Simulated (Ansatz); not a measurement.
Molecule: bromo(fluoro)methane, CH₂BrF (charge 0, singlet). SMILES: FCBr
Geometry: optimised at B3LYP-D3(BJ)/def2-TZVP (Ansatz, a quantum-chemistry and plane-wave program).

Wanted: vertical triplet-singlet gap, E(triplet) - E(singlet), in eV. Terms: no dispersion term unless named; six Cartesian d functions in 6-31G* and its kin unless marked 5d; each state is the SCF solution reached for its charge and spin; no spin-orbit coupling; non-relativistic; LANL2DZ with its own core potentials from Na on; open shells spin-unrestricted. Ab initio and DFT rows: single points at B3LYP-D3(BJ) geometries (Ansatz). Levels can end on unlike triplets.

```tsv
level	program	vertical triplet-singlet gap, E(triplet) - E(singlet) (eV)
B3LYP/STO-3G	Ansatz	7.00
B3LYP/3-21G	Ansatz	5.92
B3LYP/6-31G*	Ansatz	5.73
B3LYP/6-31G* with LANL2DZ past Ar	Ansatz	5.93
B3LYP/def2-TZVPD	Ansatz	5.53
```

No value to compare with is used here. The 4 habitual levels span 5.73 (B3LYP/6-31G*) to 7.00 eV (B3LYP/STO-3G); B3LYP/def2-TZVPD gives 5.53.

The sets are all those run for this method; left out are runs that failed, that the program found above a lower state of the same kind, or whose <S^2> lies over 0.5 above the pure value.
